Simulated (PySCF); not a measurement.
Coordinates in bohr (charge 0 multiplicity 1):
```
Mo    0.0000    0.0000    0.0000
F     3.4332    0.0000    0.0000
F     0.0000    0.0000   -3.4332
F     0.0000    3.4332    0.0000
F     0.0000   -3.4332    0.0000
F    -3.4332    0.0000    0.0000
F     0.0000    0.0000    3.4332
```

Computed with PBE0 in PySCF with Mo def2-SVP with ECP28, F def2-SVP; scalar-relativistic core potentials, no spin–orbit coupling; density-fitted integrals.

This geometry of MoF₆ is a stationary point at this level.

Q: What is the point group?

A: Oh.

Q: Is it a minimum?

A: Yes: all harmonic wavenumbers are real.

Q: List the harmonic modes with their infrared intensities.

A: 
| symmetry | ω (cm⁻¹) | IR (km/mol, summed over degenerate members) | type |
| --- | --- | --- | --- |
| t2u | 123 | 0.0 | bend |
| t1u | 256 | 102 | bend |
| t2g | 312 | 0.0 | bend |
| eg | 676 | 0.0 | stretch |
| a1g | 761 | 0.0 | stretch |
| t1u | 769 | 957 | stretch |

Q: Give the ideal-gas entropy at 298.15 K and 1 bar by parts.

A: translation 175.7, rotation 91.0, vibration 83.2, spin 0.0; total 349.9 J/(mol K).

Q: What is the atomisation energy, with and without zero-point energy?

A: 2698 kJ/mol without, 2659 kJ/mol with.

In Oh the vibrations span t2u + 2t1u + t2g + eg + a1g. The a1g, eg, t2g, t2u modes carry no infrared intensity, as symmetry demands. With a centre of inversion only u modes can be infrared active and only g modes Raman active.

Stability towards spin polarisation was not tested. Only a few start shapes were tried, so a lower isomer may exist.
